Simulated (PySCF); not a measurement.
A structure optimised at PBE-D3(BJ)/def2-SVP, used in a PySCF frequency run:

```xyz
9

C      0.4028     1.4663     0.0000
O     -0.7076     0.5018     0.0000
C     -0.5368    -0.7574     0.0000
O      0.5761    -1.3968     0.0000
H      1.0005     1.3359     0.9239
H     -0.0855     2.4551     0.0000
H      1.0005     1.3359    -0.9239
H     -1.4535    -1.3793     0.0000
H      1.3940    -0.8419     0.0000
```
Charge +1, spin multiplicity 1.

Write its SMILES, formula and point group.

COC=[OH+], C2H5O2, Cs

What are its rotational constants (standard atomic weights)?

19.211, 6.1595, 4.8171 GHz
